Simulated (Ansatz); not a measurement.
All values below come from r2SCAN-D4/def2-TZVP (Ansatz, a program for electronic structure). No frequencies were computed at this level.

Ansatz 0.2 input:
```yaml
crystal:
  periodic: [false, false, false]
  atoms:
    - { symbol: N, position_ang: [-1.01665, -0.111827, 0.010333] }
    - { symbol: Al, position_ang: [0.747306, 0.083992, -0.007824] }
    - { symbol: Cl, position_ang: [1.538337, 1.948941, -0.088509] }
    - { symbol: Cl, position_ang: [1.926053, -1.564471, 0.053115] }
    - { symbol: H, position_ang: [-1.503866, -0.995291, 0.048553] }
    - { symbol: H, position_ang: [-1.691181, 0.638656, -0.015667] }
basis:
  gaussian: { orbitals: def2-tzvp }
hamiltonian:
  xc: r2scan
  dispersion: d4
relax:
  max_steps: 150
```

Output:

```
Functional definition: r2SCAN
1014 factors; their error is unknown
mean field evaluation 1: about -33159.1329 eV, gradient 7.0e1 eV
mean field evaluation 2: about -33124.2430 eV, gradient 1.2e2 eV
mean field evaluation 4: about -33168.3046 eV, gradient 8.7e0 eV
mean field evaluation 8: about -33168.4444 eV, gradient 2.3e-1 eV
mean field evaluation 16: about -33168.4333 eV, gradient 6.8e-5 eV
mean field -33168.43330224 eV, -1218.9174414857 hartree, gradient 2.3e-5 eV, S^2 0.000000; 0 other end points of the search recorded, 0 dependent functions left out
reference -33168.43331310 eV, -1218.9174418849 hartree; 28, 28 occupied and 126, 126 virtual orbitals, 1014 factors
relax step   1: F+E_penalty+E_count = -33168.46754971 eV  Δ(F+E_penalty+E_count) = +0.000e0 eV  max|allowed force component| = 1.699e0 eV/Å  Δτ_max = 0.0000 Å  (29 SCF iters, accepted)
these checks for a lower state are left out or cut short: starts, cluster_reference, orbital_swaps, neighbouring_geometries, increment
1014 factors; their error is unknown
mean field -33168.49978889 eV, -1218.9198848250 hartree, gradient 1.5e-5 eV, S^2 0.000000; 0 other end points of the search recorded, 0 dependent functions left out
reference -33168.49979979 eV, -1218.9198852258 hartree; 28, 28 occupied and 126, 126 virtual orbitals, 1014 factors
relax step   2: F+E_penalty+E_count = -33168.53378140 eV  Δ(F+E_penalty+E_count) = -6.623e-2 eV  max|allowed force component| = 3.259e-1 eV/Å  Δτ_max = 0.0507 Å  (32 SCF iters, accepted)
these checks for a lower state are left out or cut short: starts, cluster_reference, orbital_swaps, neighbouring_geometries, increment
1014 factors; their error is unknown
mean field evaluation 32: about -33168.5033 eV, gradient 1.6e-5 eV
mean field -33168.50329692 eV, -1218.9200137429 hartree, gradient 1.6e-5 eV, S^2 0.000000; 0 other end points of the search recorded, 0 dependent functions left out
reference -33168.50330781 eV, -1218.9200141430 hartree; 28, 28 occupied and 126, 126 virtual orbitals, 1014 factors
relax step   3: F+E_penalty+E_count = -33168.53734191 eV  Δ(F+E_penalty+E_count) = -3.561e-3 eV  max|allowed force component| = 6.150e-2 eV/Å  Δτ_max = 0.0095 Å  (33 SCF iters, accepted)
these checks for a lower state are left out or cut short: starts, cluster_reference, orbital_swaps, neighbouring_geometries, increment
1014 factors; their error is unknown
mean field -33168.50355731 eV, -1218.9200233119 hartree, gradient 1.6e-5 eV, S^2 0.000000; 0 other end points of the search recorded, 0 dependent functions left out
reference -33168.50356819 eV, -1218.9200237117 hartree; 28, 28 occupied and 126, 126 virtual orbitals, 1014 factors
relax step   4: F+E_penalty+E_count = -33168.53761884 eV  Δ(F+E_penalty+E_count) = -2.769e-4 eV  max|allowed force component| = 3.580e-2 eV/Å  Δτ_max = 0.0031 Å  (34 SCF iters, accepted)
these checks for a lower state are left out or cut short: starts, cluster_reference, orbital_swaps, neighbouring_geometries, increment
1014 factors; their error is unknown
mean field -33168.50358907 eV, -1218.9200244792 hartree, gradient 1.6e-5 eV, S^2 0.000000; 0 other end points of the search recorded, 0 dependent functions left out
reference -33168.50359995 eV, -1218.9200248790 hartree; 28, 28 occupied and 126, 126 virtual orbitals, 1014 factors
relax step   5: F+E_penalty+E_count = -33168.53765000 eV  Δ(F+E_penalty+E_count) = -3.116e-5 eV  max|allowed force component| = 7.479e-4 eV/Å  Δτ_max = 0.0026 Å  (34 SCF iters, accepted)
1014 factors; their error is unknown
mean field evaluation 64: about -33168.5036 eV, gradient 6.9e-5 eV
mean field -33168.50358907 eV, -1218.9200244792 hartree, gradient 4.2e-5 eV, S^2 0.000000; 1 other end points of the search recorded, 0 dependent functions left out
reference -33168.50359995 eV, -1218.9200248790 hartree; 28, 28 occupied and 126, 126 virtual orbitals, 1014 factors
Total energy: -33168.53766088 eV, -1218.9212765950 hartree
Atom 0 at    -1.023724    -0.113616     0.010475 Å, force    -0.000748     0.000133     0.000012 eV/Å
Atom 1 at     0.714150     0.079412    -0.007333 Å, force    -0.000087    -0.000353     0.000052 eV/Å
Atom 2 at     1.547221     1.987633    -0.089895 Å, force     0.000111    -0.000014    -0.000005 eV/Å
Atom 3 at     1.946531    -1.599768     0.054110 Å, force     0.000395     0.000153    -0.000031 eV/Å
Atom 4 at    -1.500111    -1.000779     0.049361 Å, force     0.000067     0.000085     0.000004 eV/Å
Atom 5 at    -1.684068     0.647118    -0.016717 Å, force     0.000262    -0.000005    -0.000032 eV/Å
Dipole moment:    -0.488633    -0.054139     0.005002 e Å
```

Cost: around 27 core-seconds (rough).
